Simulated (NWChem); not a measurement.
Molecule: CH5ClOSi2; SMILES Cl[Si@H]1C[SiH2]O1

```xyz
10

Cl    -0.0778    -2.1622    -0.3877
Si     0.0629    -0.3999     0.6737
C      1.3733     0.7912     0.0224
Si    -0.1356     1.8642    -0.4012
O     -1.1667     0.6751     0.2602
H      0.0530    -0.7530     2.1144
H      2.0546     1.2033     0.7826
H      1.9622     0.4194    -0.8290
H     -0.3972     2.0886    -1.8503
H     -0.2391     3.1514     0.3420
```
Atoms are numbered in this order, from 1.

Program: NWChem. Medium grid unless said otherwise, to which SCAN and Minnesota functionals are sensitive. All runs use the structure optimised with PBE0/def2-SVP. Hybrids' shares of exact exchange are those that their runs print; pure functionals count as 0. The functionals differ in more than this share.

| row | share of exact exchange | orbital gap (eV) |
|---|---|---|
| PBE/def2-SVP | 0.00 | 6.05 |
| LDA (Slater exchange, VWN5)/def2-SVP | 0.00 | 5.90 |
| B3LYP/def2-SVP | 0.20 | 7.81 |
| M06-2X/def2-SVP | 0.54 | 10.18 |
| Hartree-Fock/def2-SVP | 1.00 | withheld |

Q: Fit a straight line of the last column on the one before it, predict the withheld value, and compare with the run.

A: 
1. Means of the 4 shown rows: x = 0.185, y = 7.485. Slope Σ(x − x̄)(y − ȳ)/Σ(x − x̄)² = 1.520/0.1947 = 7.808; intercept 6.041.
2. The shown rows scatter about the line by 0.131 (root mean square); the largest residual is +0.21, at B3LYP/def2-SVP.
3. At x = 1.00 (Hartree-Fock/def2-SVP; beyond the shown range) the line gives 13.85.
4. The run gives 14.66, +0.81 from the line, 6.2 times the scatter.
